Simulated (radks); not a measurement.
Isoelectronic series with 38 electrons, all held in the configuration [Kr] 5s2, which need not be the ground one along the series. Method: scalar-relativistic Kohn-Sham, PBE, spin-unpolarised, spherical densities, finite nucleus; Fermi nuclear charge, rms radius of each element as measured or else 0.836 A^(1/3) + 0.57 fm; computed with a radial shooting solver on a logarithmic mesh with Libxc functionals. Total energies (hartree) and mean radii <r> (bohr):

| ion | E (hartree) | 5s | 4p |
|---|---|---|---|
| Sr | -3179.46127 | 4.333 | 1.567 |
| Zr2+ | -3597.57837 | 3.001 | 1.333 |
| Mo4+ | -4044.46902 | 2.417 | 1.167 |
| Ru6+ | -4520.28356 | 2.057 | 1.043 |
| Pd8+ | -5025.23544 | 1.805 | 0.9445 |
| Cd10+ | -5559.57853 | 1.614 | 0.8644 |
| Sn12+ | -6123.60443 | 1.463 | 0.7977 |
| Te14+ | -6717.62642 | 1.340 | 0.7410 |
| Xe16+ | -7341.99790 | 1.237 | 0.6921 |
| Ba18+ | -7997.0896 | 1.149 | 0.6494 |
| Ce20+ | -8683.3073 | 1.074 | 0.6117 |
| Nd22+ | -9401.0838 | 1.007 | 0.5783 |
| Sm24+ | -10150.8507 | 0.9490 | 0.5483 |
